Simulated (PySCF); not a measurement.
Compound: BH9NPSi2.
Cartesian coordinates in Å at the PBE0-D3(BJ)/def2-SVP level; atoms count from 1:
```
atom  x, y, z in Å
Si1   -1.7573   -1.2004    0.1185
N2    -0.4070   -0.1010    0.4521
Si3   -0.7358    1.6359    0.5804
B4     0.9074   -0.6067    0.6165
P5     2.4366    0.4385    1.1385
H6    -2.7435   -1.1554    1.2398
H7    -2.4577   -0.7648   -1.1277
H8    -1.2244   -2.5795   -0.0453
H9    -2.2195    1.7957    0.6292
H10   -0.1221    2.1790    1.8263
H11   -0.2004    2.3729   -0.6012
H12    1.1009   -1.8013    0.5358
H13    3.3519   -0.1631    0.2290
H14    2.2277    1.6282    0.3783
```

Computed with PySCF at PBE0/def2-SVPD, non-relativistic, on one gas-phase PBE0-D3(BJ)/def2-SVP geometry that isn't relaxed in the solvent. The solvent is an IEF-PCM continuum (cavity from Bondi-type radii × 1.2). Specific hydrogen bonds and non-electrostatic terms are outside this model.

Gas phase at PBE0/def2-SVPD: HOMO -7.20 eV, LUMO -0.69 eV, dipole 1.31 D.

Q: What does the continuum do to the energy, the frontier levels and the dipole at PBE0/def2-SVPD in chloroform and acetonitrile?

A: 
| solvent | ε | E(solvent) − E(gas) (kcal/mol) | polarisation term (kcal/mol) | distortion of the solute (kcal/mol) | HOMO (eV) | LUMO (eV) | dipole (D) |
| --- | --- | --- | --- | --- | --- | --- | --- |
| chloroform | 4.711 | -0.88 | -1.01 | 0.13 | -7.21 | -0.63 | 1.65 |
| acetonitrile | 35.69 | -1.24 | -1.53 | 0.29 | -7.23 | -0.63 | 1.81 |

The first energy column is the sum of the next two and covers electrostatics alone. From chloroform to acetonitrile the lowering changes by a factor 1.42, Onsager's factor (ε − 1)/(2ε + 1) by 1.35 and ε itself by 7.6.

Q: Which radius a makes the point-dipole formula ΔE = −[(ε − 1)/(2ε + 1)]·μ²/a³ give the value in acetonitrile, with the gas-phase dipole?

A: μ = 0.515 au and |ΔE| = 0.00198 Eh give a = 2.12 Å; the farthest nucleus lies 3.50 Å from the centroid of the nuclei, so such a sphere wouldn't even hold the nuclei. The formula assumes a rigid point dipole at the centre of a sphere.

Q: Give the dipole vector in the frame of the coordinates (D, pointing from negative to positive charge), gas and acetonitrile.

A: Gas (-1.04, 0.23, -0.77), solvent (-1.34, 0.34, -1.16). Its length changes by +38 % and its direction by 4°.

Q: How does the static polarisability (PBE0/def2-SVPD, frozen core, with the continuum's full static response) change?

A: 
```
      medium  isotropic (au)  principal values (au)  ⟨r²⟩ of the electrons (bohr²)
         gas           104.5     83.5, 103.2, 126.9                         1150.1
  chloroform           132.4    107.9, 130.8, 158.4                         1150.4
acetonitrile           146.2    122.8, 144.2, 171.7                         1150.5
```

The isotropic value in acetonitrile is 1.40 times the gas-phase one; no cavity-field correction is applied. ⟨r²⟩ is taken about the centre of nuclear charge.

On an x86-64 server with one thread (shared host), this took 22 s. This is the whole response run at PBE0/def2-SVPD in acetonitrile, SCF included.
